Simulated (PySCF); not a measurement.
Compound: C7H6N (doublet state).
Cartesian coordinates in Å at the GFN2-xTB level; atoms count from 1:
```
atom  x, y, z in Å
C1     3.8516   -0.6943   -0.7280
C2     2.6647   -0.5651   -0.5599
C3     1.3319   -0.4010   -0.3712
C4     0.1302   -0.3487   -0.2238
C5    -1.2638   -0.0338   -0.0123
C6    -1.8326   -0.7278    1.2307
C7    -1.3854    1.4469    0.1031
N8    -0.7889    2.4899   -0.0470
H9     4.8825   -0.8126   -0.8752
H10   -1.8508   -0.3260   -0.8934
H11   -2.8752   -0.4513    1.3662
H12   -1.2733   -0.4316    2.1156
H13   -1.7623   -1.8076    1.1201
H14    0.1707    2.6625   -0.3516
```

The hyperfine couplings belong to this conformer and change with its torsions.

As a line formula: `[H]/N=[C]\[C@H](C)C#CC#C` [radical].

The calculation used UKS B3LYP, pcH-1 on C H N, non-relativistic, mean-field spin-orbit, GIAO in PySCF 2.14.0. One conformer (not necessarily the lowest) at the GFN2-xTB geometry, without solvent, vibrations or thermal averaging. The geometry wasn't refined by DFT: couplings that depend on bond lengths, twists or pyramidal angles can differ widely from those at the functional's own minimum. No stability test was run, so a lower SCF solution isn't excluded.

**Question.** Break the g tensor into its mass correction, gauge correction and orbital-Zeeman/spin–orbit terms.

**Answer.** 
```tsv
Δg (ppm)	1	2	3
relativistic mass correction	-180	-180	-180
gauge correction	16	42	-114
orbital Zeeman/spin–orbit	-2600	-99	1077
total	-2764	-237	782
```

So g = 1.99955, 2.00208, 2.00310 and g_iso = 2.00158; the tensor is rhombic: the two nearest values differ by 29 % of g3 − g1. Axes: g1 points within 1° of the C7–N8 bond.

**Question.** Average each term over the three axes. Which is largest in size?

**Answer.** The orbital-Zeeman/spin–orbit term -541, the mass correction -180 and the gauge correction -19 ppm, for a total of -740 ppm. The orbital-Zeeman/spin–orbit term is the largest in size. The mass correction is the same along every axis, so the anisotropy comes from the other two: their spans along these axes are 156 (gauge) and 3677 ppm (orbital Zeeman/spin–orbit).

**Question.** What are the electron Larmor frequencies g μB B/h along the three axes at 3350 mT?

**Answer.** 93.7540, 93.8725, 93.9203 GHz for g1, g2 and g3, a range of 166.3 MHz.

**Question.** What effective moment and Curie constant follow for a powder?

**Answer.** With the mean of g² = 4.0063 and S(S+1) = 0.75: μ_eff = √(⟨g²⟩S(S+1)) = 1.733 μB and χT = 0.12505·⟨g²⟩·S(S+1) = 0.376 cm³ K/mol (cgs; spin-Hamiltonian part alone).

**Question.** In a frozen sample, at which fields do the three g values resonate at 9.5, 34, 94 and 263 GHz (hyperfine left aside), and which band first spreads them over more than twice a line width of 1.0 mT?

**Answer.** 
```json
{"band": "X", "GHz": "9.5", "B(g3) mT": "338.85", "B(g2) mT": "339.02", "B(g1) mT": "339.45", "spread mT": "0.60"}
{"band": "Q", "GHz": "34.0", "B(g3) mT": "1212.73", "B(g2) mT": "1213.35", "B(g1) mT": "1214.88", "spread mT": "2.15"}
{"band": "W", "GHz": "94.0", "B(g3) mT": "3352.84", "B(g2) mT": "3354.55", "B(g1) mT": "3358.79", "spread mT": "5.95"}
{"band": "J", "GHz": "263.0", "B(g3) mT": "9380.83", "B(g2) mT": "9385.61", "B(g1) mT": "9397.47", "spread mT": "16.64"}
```

The spread grows in proportion to the frequency. Q band is the first where it exceeds 2.0 mT.

Largest spin populations (Mulliken): C7 (+0.66), N8 (+0.13), H14 (+0.11) and C3 (+0.07). No atom but C7 exceeds +0.15.

The HOMO–LUMO gaps are 4.20 eV among the α and 5.12 eV among the β orbitals.
